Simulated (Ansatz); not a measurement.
Start from `CO[Si@@H](O)[Si@@H](O)Cl` and change one atom or group to get `CO[SiH](N)O`.

Ansatz, PBE0-D4/def2-TZVP geometries, multiplicity 1. Each molecule was computed in one conformer, which needn't be the lowest.

| property | `CO[Si@@H](O)[Si@@H](O)Cl` |
| --- | --- |
| HOMO energy (PBE/def2-TZVPP) / eV | -6.23 |
| HOMO energy (PBE0/def2-TZVPP) / eV | -7.53 |
| HOMO–LUMO gap (ωB97M-V/def2-TZVPP) / eV | 10.87 |
| HOMO–LUMO gap (PBE/def2-TZVPP) / eV | 4.92 |
| size of the dipole moment (PBE/def2-TZVPP) / D | 1.80 |
| HOMO energy (B3LYP/def2-TZVPP) / eV | -7.34 |

Problem. Give the same properties after the change, and the shifts. (Estimate.)

Solution. The calculation gave: 
| property | `CO[SiH](N)O` | shift |
| --- | --- | --- |
| HOMO energy (PBE/def2-TZVPP) / eV | -6.31 | -0.08 |
| HOMO energy (PBE0/def2-TZVPP) / eV | -7.80 | -0.27 |
| HOMO–LUMO gap (ωB97M-V/def2-TZVPP) / eV | 12.66 | 1.79 |
| HOMO–LUMO gap (PBE/def2-TZVPP) / eV | 6.47 | 1.55 |
| size of the dipole moment (PBE/def2-TZVPP) / D | 0.98 | -0.82 |
| HOMO energy (B3LYP/def2-TZVPP) / eV | -7.53 | -0.19 |

With PBE0 the HOMO falls by 0.27 eV and the LUMO rises by 1.47 eV, so the gap widens by about 1.74 eV. PBE moves the HOMO by -0.08 eV and ωB97M-V by -0.60 eV. Dipoles are sizes alone; their direction can turn.

B3LYP here is the variant with VWN-RPA as its local correlation; programs differ in this.
